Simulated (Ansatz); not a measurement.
Computed with Ansatz on PBE0-D4/def2-TZVP structures; ΔE is electronic, products minus reactants. CCSD(T)/CBS adds triple-zeta CCSD(T) − MP2 to the extrapolated MP2 energy (def2 sets, frozen cores). This one scheme is used for every species. Triplets are unrestricted, without spin–orbit coupling. For Ge outer-core shells are correlated without core-valence functions, which leaves a few kJ/mol of doubt a bond. Scalar relativity is left out up to krypton.

`C=[C](C)[GeH3]` → `C=[CH][GeH3]` + `[CH2]` (triplet)  (formal loss of a carbene)

`C=[C](C)[GeH3]`:

Z-matrix (Å, degrees):
```
C
C 1 1.496
H 1 1.093 2 111.5
H 1 1.095 2 111.1 3 -120.8
H 1 1.095 2 111.1 3 120.8
Ge 2 1.949 1 117.9 3 179.9
C 2 1.329 1 122.5 3 -0.1
H 6 1.541 2 110.2 1 59.0
H 6 1.537 2 109.5 1 179.6
H 6 1.541 2 110.2 1 -59.7
H 7 1.085 2 122.3 1 -180.0
H 7 1.089 2 121.2 1 0.0
```

`C=[CH][GeH3]`:

Z-matrix (Å, degrees):
```
Ge
C 1 1.938
H 1 1.539 2 110.6
H 1 1.538 2 108.6 3 -120.2
H 1 1.539 2 110.6 3 119.5
C 2 1.327 1 123.1 3 120.1
H 2 1.088 1 118.1 3 -59.9
H 6 1.087 2 121.9 1 -180.0
H 6 1.086 2 122.0 1 0.0
```

`[CH2]` (triplet):

```xyz
3

C     0.089   -0.180    0.189
H    -0.986   -0.176    0.097
H     0.896    0.356   -0.287
```

```tsv
level	ΔE (kcal/mol)
SCS-MP2/def2-TZVPP	107.3
CCSD/def2-TZVPP	101.1
```

(1) What does CCSD(T)/CBS give? (Estimate.)

Largest T1 diagnostic among the species: 0.012.

## Answers

(1) Ansatz gave: +106.7 kcal/mol. The listed levels differ from it by 0.6, -5.6 kcal/mol.

In def2-TZVPP, CCSD(T) changes the Hartree–Fock value by +33.7 kcal/mol (the triples alone add +2.9 kcal/mol) and MP2 by +37.4 kcal/mol. From BLYP to BHLYP (50 % exact exchange), in def2-TZVPP and without D4, ΔE moves by −1.3 kcal/mol. The D4 term adds +2.9 kcal/mol with B3LYP and +1.6 kcal/mol with PBE0; it sums over pairs of atoms, weighted by their polarisabilities, and B3LYP, whose exchange is more repulsive, gets the larger term.

CCSD(T)/CBS has its own doubt, a few kJ/mol and more with outer-core shells, so smaller differences from it don't rank the levels.

B3LYP here is the variant with VWN-RPA as its local correlation; programs differ in this.
